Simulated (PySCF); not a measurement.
Geometry:
```csv
atom,x (Å),y (Å),z (Å)
C1,3.704,-0.392,0.016
C2,2.343,0.080,0.146
C3,1.218,0.478,0.257
C4,-0.149,0.946,0.388
C5,-0.997,0.441,-0.784
O6,-2.342,0.916,-0.743
C7,-3.152,0.322,0.146
F8,-3.088,0.903,1.379
F9,-4.423,0.476,-0.253
H10,4.369,0.442,-0.203
H11,3.769,-1.118,-0.794
H12,4.024,-0.866,0.943
H13,-0.564,0.591,1.336
H14,-0.166,2.039,0.397
H15,-0.601,0.821,-1.728
H16,-0.995,-0.658,-0.811
H17,-2.958,-0.760,0.297
```

All values are calculated (PySCF): GIAO PBE0/pcSseg-1 shieldings, structure optimised with GFN2-xTB. One averaged value for each set of equivalent atoms, one computed conformer, no relativistic terms, in vacuum.

References, each an isolated molecule treated in the same way: $^{13}$C (186.93 ppm) against TMS.

**Question.** Do the $^{13}$C shifts follow the atomic charges (in e)? Tabulate both.

**Answer.** 
```
atoms  hybridisation  δ (ppm)  σ para (ppm)  Hirshfeld    IAO  Mulliken  ESP-fitted
   C7            sp3    128.1          -184      +0.20  +0.61     +0.68       +0.53
   C2             sp     85.6          -166      -0.06  -0.05     -0.27       +0.19
   C3             sp     79.7          -155      -0.07  -0.09     -0.09       -0.49
   C5            sp3     73.1          -136      +0.02  -0.05     +0.04       -0.10
   C4            sp3     23.8           -92      -0.06  -0.29     -0.21       +0.33
   C1            sp3      4.5           -71      -0.10  -0.44     -0.19       -0.55
```

Correlation coefficients of δ with charge over these carbons: Hirshfeld +0.78, IAO +0.92, Mulliken +0.71, ESP-fitted +0.49; with the paramagnetic shielding -0.98. Among the 4 sp3 carbons alone: Hirshfeld +0.98, IAO +0.98, Mulliken +0.95, ESP-fitted +0.68. With so few points, grouped by hybridisation, these coefficients are fragile. Charge is one influence among several: hybridisation and low-lying excitations act through the paramagnetic term.

Shifts are as computed. Against solution values, carbons near 30 ppm lie about +3 ppm off and those near 130 ppm about +5 ppm. Of 1211 compounds with measured shifts, 218 miss one by over three times the rms of a fit or turn the order of signals round; such compounds aren't used in these exercises.
